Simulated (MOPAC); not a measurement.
Input for MOPAC: PM7 on MgN+, 2S+1 = 3, a spin state set in the input, which need not be the lowest, a point of a bond scan (R = 2.098 Å). Charge +1.

```
PM7 1SCF PRECISE CHARGE=1 UHF MS=1 THREADS=1
MgN

N      0.00000000 1     0.00000000 1     0.00000000 1
Mg     0.00000000 1     0.00000000 1     2.09784400 1
```

Output:

```
*******************************************************************************
 **                                                                           **
 **                              MOPAC v23.2.5                                **
 **                                                                           **
 *******************************************************************************
 ** MOPAC's Digital Object Identifier: https://doi.org/10.5281/zenodo.6511958 **
 **                                                                           **
 ** Please cite the open-source release paper for use of this MOPAC version:  **
 ** J. E. Moussa and J. J. P. Stewart (2026)                                  **
 ** MOPAC: An open-source semiempirical molecular orbital program             **
 ** J. Open Source Softw., 11(119), 8025, https://doi.org/10.21105/joss.08025 **
 *******************************************************************************

                              PM7 CALCULATION RESULTS

 *******************************************************************************
 *  PM7        - The PM7 Hamiltonian to be used
 *  UHF        - UNRESTRICTED HARTREE-FOCK CALCULATION
 *
 *
 *
 *                 CHARGE ON SYSTEM = +1
 *
 *
 *
 *  MS=        - IN MECI, MAGNETIC COMPONENT OF SPIN =  1.0
 *  PRECISE    - TIGHTER CRITERIA TO BE USED
 *  1SCF       - DO 1 SCF AND THEN STOP
 *  THREADS=1  - MULTI-THREADING NOT USED
 *  T=         - A TIME OF 172800.0 SECONDS REQUESTED
 *  DUMP=N     - RESTART FILE WRITTEN EVERY 7200.0 SECONDS REQUESTED
 *******************************************************************************
PM7 1SCF PRECISE CHARGE=1 UHF MS=1 THREADS=1
 MgN

   ATOM   CHEMICAL          X               Y               Z
  NUMBER   SYMBOL      (ANGSTROMS)     (ANGSTROMS)     (ANGSTROMS)

     1       N          0.00000000  *   0.00000000  *   0.00000000  *
     2      Mg          0.00000000  *   0.00000000  *   2.09784400  *



          CARTESIAN COORDINATES

    NO.       ATOM           X           Y           Z

     1         N          0.0000      0.0000      0.0000
     2        Mg          0.0000      0.0000      2.0978

 General Reference for PM7:
 "Optimization of Parameters for Semiempirical Methods VI: More Modifications to the
 NDDO Approximations and Re-optimization of Parameters", J. J. P. Stewart, J. Mol. Mod., 1:32, 19 (2013)
 https://link.springer.com/article/10.1007/s00894-012-1667-x

           Empirical Formula: N Mg  =     2 atoms



      MOLECULAR POINT GROUP   :   C*v


          UHF CALCULATION, NO. OF ALPHA ELECTRONS =    4
                           NO. OF BETA  ELECTRONS =    2

 -------------------------------------------------------------------------------
 PM7 1SCF PRECISE CHARGE=1 UHF MS=1 THREADS=1
 MgN



     1SCF WAS SPECIFIED, SO BFGS WAS NOT USED
     SCF FIELD WAS ACHIEVED


                              PM7 CALCULATION
                                                       MOPAC v23.2.5 Linux




          FINAL HEAT OF FORMATION =        321.07057 KCAL/MOL =    1343.35925 KJ/MOL


          COSMO AREA              =         71.53 SQUARE ANGSTROMS
          COSMO VOLUME            =         52.98 CUBIC ANGSTROMS

          IONIZATION POTENTIAL    =         14.768580 EV
          ALPHA SOMO LUMO (EV)    =        -17.731 -6.856
          BETA  SOMO LUMO (EV)    =        -14.769 -6.291
          NO. OF ALPHA ELECTRONS  =          4
          NO. OF BETA  ELECTRONS  =          2
          MOLECULAR WEIGHT        =         38.3117         POINT GROUP:  C*v

          MOLECULAR DIMENSIONS (Angstroms)

            Atom       Atom       Distance
           Mg     2    N     1     2.09784
           Mg     2    N     1     0.00000
            N     1   Mg     2     0.00000


          SCF CALCULATIONS        =          1





   ATOM   CHEMICAL          X               Y               Z
  NUMBER   SYMBOL      (ANGSTROMS)     (ANGSTROMS)     (ANGSTROMS)

     1       N          0.00000000  *   0.00000000  *   0.00000000  *
     2      Mg          0.00000000  *   0.00000000  *   2.09784400  *

                             CARTESIAN COORDINATES

   1    N        0.000000000     0.000000000     0.000000000
   2   Mg        0.000000000     0.000000000     2.097844000


           Empirical Formula: N Mg  =     2 atoms



      MOLECULAR POINT GROUP   :   C*v


          ALPHA EIGENVALUES
 -34.56880 -17.82499 -17.82499 -17.73084  -6.85625  -4.39148  -4.39148  -3.17549


           BETA EIGENVALUES
 -27.98980 -14.76858  -6.29084  -5.12251  -5.12251  -3.98023  -3.98023  -2.65973


              NET ATOMIC CHARGES AND DIPOLE CONTRIBUTIONS

  ATOM NO.   TYPE          CHARGE      No. of ELECS.   s-Pop       p-Pop
    1          N          -0.158800        5.1588     1.96229     3.19651
    2         Mg           1.158800        0.8412     0.71858     0.12262
 DIPOLE           X         Y         Z       TOTAL
 POINT-CHG.     0.000     0.000     5.284     5.284
 HYBRID         0.000     0.000     2.112     2.112
 SUM            0.000     0.000     7.396     7.396


          ATOMIC ORBITAL ELECTRON POPULATIONS

     Atom    s        px        py        pz
    1  N   1.96229   0.99614   0.99614   1.20424
    2 Mg   0.71858   0.00386   0.00386   0.11489


                    (SZ)    =    1.000000
                    (S**2)  =    2.200015


          ATOMIC ORBITAL SPIN POPULATIONS

    Atom   Total    s     px     py     pz
         Atomic
    1  N  2.4088 -0.009  0.996  0.996  0.425
    2 Mg -0.4088 -0.395  0.004  0.004 -0.021

 **********************
 *                    *
 * JOB ENDED NORMALLY *
 *                    *
 **********************




 == MOPAC DONE ==
```

The run finished. Its determinant has ⟨S²⟩ = 2.20, a mixture of spin states.

Cost: around 0.04 core-seconds (rough).
